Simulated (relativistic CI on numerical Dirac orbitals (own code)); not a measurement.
# Electric-dipole lines of Kr IX

Calculated at this level of theory: Dirac-Coulomb-Breit CI, orbitals from a KLI potential per configuration, model QED, unscaled Slater integrals (own radial code, finite nucleus).

Configurations in the expansion (outside the closed core [Ne]): 3s2 3p6 3d10, 3s2 3p6 3d9 4s, 3s2 3p6 3d9 4p, 3s2 3p6 3d8 4s2, 3s2 3p6 3d9 4d, 3s2 3p6 3d8 4s 4p, 3s2 3p6 3d9 5s, 3s2 3p6 3d8 4p2, 3s2 3p6 3d9 4f, 3s2 3p6 3d9 5p, 3s2 3p6 3d8 4s 4d, 3s2 3p6 3d9 5d, 3s2 3p6 3d8 4p 4d, 3s2 3p6 3d9 6s, 3s2 3p6 3d9 5f, 3s2 3p6 3d9 6p, 3s2 3p6 3d9 5g, 3s2 3p6 3d9 6d, 3s2 3p5 3d10 4s, 3s2 3p6 3d8 4d2, 3s2 3p5 3d9 4s2, 3s2 3p5 3d10 4p, 3s2 3p5 3d9 4s 4p, 3s2 3p5 3d9 4p2, 3s2 3p5 3d10 4d, 3s2 3p5 3d9 4s 4d, 3s 3p6 3d10 4s, 3s2 3p5 3d10 5s, 3s2 3p5 3d10 4f, 3s2 3p5 3d10 5p, 3s 3p6 3d10 4p, 3s2 3p5 3d10 5d, 3s2 3p5 3d10 6s, 3s2 3p5 3d10 5f, 3s2 3p5 3d10 6p, 3s2 3p5 3d10 5g. Levels of other configurations are missing.

```
λ vac (nm)                      Lower                        Upper   A (s⁻¹)  E lower (cm⁻¹)  E upper (cm⁻¹)
    6.5613      3s2 3p6 3d10 1S_0 [1]   3s2 3p6 3d9 5f 1P°_1 [147]  7.43e+11               0         1524093
    7.5703      3s2 3p6 3d10 1S_0 [1]    3s2 3p6 3d9 4f 1P°_1 [69]  6.74e+11               0         1320960
    9.9424    3s2 3p6 3d9 4s 3D_3 [2]  3s2 3p5 3d10 4s 3P°_2 [257]  1.67e+11          685537         1691329
    39.512   3s2 3p6 3d9 4p 3P°_2 [6]     3s2 3p6 3d9 4d 3P_2 [21]  1.64e+10          831845         1084934
    40.650   3s2 3p6 3d9 4p 3F°_3 [7]     3s2 3p6 3d9 4d 3G_4 [20]  2.15e+10          838590         1084595
    40.952   3s2 3p6 3d9 4p 3F°_2 [9]     3s2 3p6 3d9 4d 3G_3 [25]  1.28e+10          846041         1090227
    41.968  3s2 3p6 3d9 4p 3F°_4 [10]     3s2 3p6 3d9 4d 3G_5 [19]  2.21e+10          846291         1084566
    42.083  3s2 3p6 3d9 4p 3D°_3 [15]     3s2 3p6 3d9 4d 3F_4 [31]  2.05e+10          860605         1098230
    42.393  3s2 3p6 3d9 4p 3D°_3 [13]     3s2 3p6 3d9 4d 3F_4 [28]  1.64e+10          856373         1092261
    45.980  3s2 3p6 3d9 4f 3H°_6 [43]    3s2 3p6 3d9 5g 3I_7 [122]  3.01e+10         1295641         1513125
    46.129  3s2 3p6 3d9 4f 3H°_5 [44]    3s2 3p6 3d9 5g 1I_6 [123]  2.94e+10         1296343         1513126
    46.232  3s2 3p6 3d9 4f 3H°_4 [55]    3s2 3p6 3d9 5g 3I_5 [144]  2.76e+10         1307283         1523582
    46.298  3s2 3p6 3d9 4f 1H°_5 [56]    3s2 3p6 3d9 5g 3I_6 [145]  2.86e+10         1307610         1523603
    46.624  3s2 3p6 3d9 4f 3F°_4 [47]    3s2 3p6 3d9 5g 3G_5 [133]  2.26e+10         1299659         1514140
    46.775  3s2 3p6 3d9 4f 3H°_4 [48]    3s2 3p6 3d9 5g 3H_5 [131]  2.38e+10         1300304         1514095
    46.801  3s2 3p6 3d9 4f 3G°_5 [49]    3s2 3p6 3d9 5g 3H_6 [132]  2.54e+10         1300437         1514106
    46.929  3s2 3p6 3d9 4f 3G°_4 [62]    3s2 3p6 3d9 5g 3H_5 [152]  2.60e+10         1311425         1524512
    47.226   3s2 3p6 3d9 4d 3G_4 [20]    3s2 3p6 3d9 4f 3H°_5 [44]  2.10e+10         1084595         1296343
    47.377   3s2 3p6 3d9 4d 3G_5 [19]    3s2 3p6 3d9 4f 3H°_6 [43]  2.18e+10         1084566         1295641
    47.383   3s2 3p6 3d9 4d 1F_3 [29]    3s2 3p6 3d9 4f 3H°_4 [55]  1.87e+10         1096236         1307283
    47.602   3s2 3p6 3d9 4d 3G_3 [25]    3s2 3p6 3d9 4f 3H°_4 [48]  1.43e+10         1090227         1300304
    47.760   3s2 3p6 3d9 4d 3F_4 [31]    3s2 3p6 3d9 4f 1H°_5 [56]  2.04e+10         1098230         1307610
    48.036   3s2 3p6 3d9 4d 3F_4 [28]    3s2 3p6 3d9 4f 3G°_5 [49]  1.75e+10         1092261         1300437
    48.062   3s2 3p6 3d9 4d 3F_3 [33]    3s2 3p6 3d9 4f 3G°_4 [62]  1.71e+10         1103358         1311425
    62.207    3s2 3p6 3d9 4s 3D_3 [2]    3s2 3p6 3d9 4p 3F°_4 [10]  4.79e+09          685537          846291
    66.707    3s2 3p6 3d9 4s 3D_2 [3]     3s2 3p6 3d9 4p 3F°_3 [7]  2.75e+09          688680          838590
    68.349    3s2 3p6 3d9 4s 3D_3 [2]     3s2 3p6 3d9 4p 3P°_2 [6]  3.47e+09          685537          831845
    100.14  3s2 3p6 3d9 5p 3F°_4 [57]     3s2 3p6 3d9 5d 3G_5 [73]  5.01e+09         1308581         1408444
    106.99   3s2 3p6 3d9 5d 3G_4 [75]   3s2 3p6 3d9 5f 3H°_5 [106]  5.57e+09         1408579         1502045
    107.42   3s2 3p6 3d9 5d 3G_5 [73]   3s2 3p6 3d9 5f 3H°_6 [105]  5.72e+09         1408444         1501538
```

Terms are leading LS components. Brackets give the number of a level in order of energy, since labels repeat. The list gives strong lines, with weight on those to low levels, without lines whose two gauges differ by over a factor of 2.5, among the lowest 400 of 1770 levels, so that lines to higher ones, which can be the strongest, are missing. Levels whose partners in the same complex of configurations lie outside the list can be far off, and so can their lines. Rates are taken at the computed energies, electric ones in the length gauge.

At this charge configurations can still be misplaced by up to about 7 % of their energy.

(1) From the table, what is the radiative lifetime of 3s2 3p6 3d9 5f 1P°_1?

## Answers

(1) The listed rates from this level add up to about 7.43e+11 s⁻¹, 99 % of its decay; with all channels τ = 1.33e-12 s.

LS names give the leading component of a level, which can be under half, so a name can repeat, a term be missing and a line seem to break the LS rules.
